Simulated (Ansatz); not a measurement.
The cluster Cs₃H₃. The state is a singlet with charge 0. Geometry PBE-D4/def2-TZVP.

```xyz
6

Cs    1.8811    2.3101   -0.5278
Cs   -0.7176   -1.0007   -1.7636
Cs   -0.4252   -0.3998    2.0777
H    -1.7294   -2.1232    0.4641
H    -0.7183    1.5819   -0.1798
H     1.7093   -0.3684   -0.0707
```

In the def2 sets Cs takes a core potential; there is no spin–orbit coupling. Another isomer (singlet) lies 0.04 eV lower at PBE0-D4/def2-TZVP; other spin states weren't run for this one.

Question: Estimate the orbital energies around the gap (eV) in Ansatz with PBE-D4/def2-TZVP, BLYP-D4/def2-TZVP, r2SCAN-D4/def2-TZVP, PBE0-D4/def2-TZVP.

Answer: 
```tsv
orbital	PBE-D4/def2-TZVP	BLYP-D4/def2-TZVP	r2SCAN-D4/def2-TZVP	PBE0-D4/def2-TZVP
HOMO−9	-12.55	-12.38	-12.99	-14.00
HOMO−8	-12.21	-12.05	-12.60	-13.62
HOMO−7	-11.97	-11.82	-12.36	-13.35
HOMO−6	-11.89	-11.74	-12.28	-13.29
HOMO−5	-11.89	-11.74	-12.27	-13.26
HOMO−4	-11.81	-11.66	-12.19	-13.19
HOMO−3	-11.64	-11.50	-12.03	-13.00
HOMO−2	-3.72	-3.57	-3.75	-4.67
HOMO−1	-3.30	-3.17	-3.37	-4.23
HOMO	-2.96	-2.85	-2.96	-3.83
LUMO	-1.16	-1.13	-0.63	-0.73
LUMO+1	-0.79	-0.76	-0.28	-0.37
LUMO+2	-0.52	-0.51	-0.03	-0.12
LUMO+3	-0.14	-0.11	0.30	0.19
LUMO+4	-0.13	-0.11	0.32	0.21
LUMO+5	-0.06	-0.05	0.38	0.33
```
